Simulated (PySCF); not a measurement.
# Electron correlation in Rh³⁺ (rhodium, charge +3)

Starting occupation: [Kr] 4d5 5p1, 4d5/2 with m_j = -3/2, -1/2, +1/2, +3/2, +5/2, 5p3/2 with m_j = +3/2. All numbers are calculated (PySCF 2.14, X2C-1e with screened-nucleus spin-orbit coupling, Gaussian nucleus, in x2c-TZVPall-2c with one added diffuse shell each of s, p, d type (9s10p8d1f, 86 functions)). Frozen: [Ar] 3d10; 14 electrons correlated; the 6 highest virtual spinors left out.

MP2 pair energies summed by pair of shells (mhartree):

```
 pair   energy  share (%)
4d-4p  -125.22       41.6
4p-4p   -61.10       20.3
4d-4d   -48.19       16.0
4p-4s   -23.19        7.7
4d-5p   -14.26        4.7
4d-4s   -13.24        4.4
4p-5p   -11.32        3.8
4s-4s    -3.53        1.2
4s-5p    -0.71        0.2
```

Total MP2 correlation energy: -300.78 mhartree.

The GHF reference relaxed away from the jj start to a determinant that is no pure jj level (⟨S²⟩ = 11.96, ⟨J²⟩ = 20.00); the energies belong to that determinant.

This basis was not built for core-valence correlation, so the inner-shell part is incomplete.
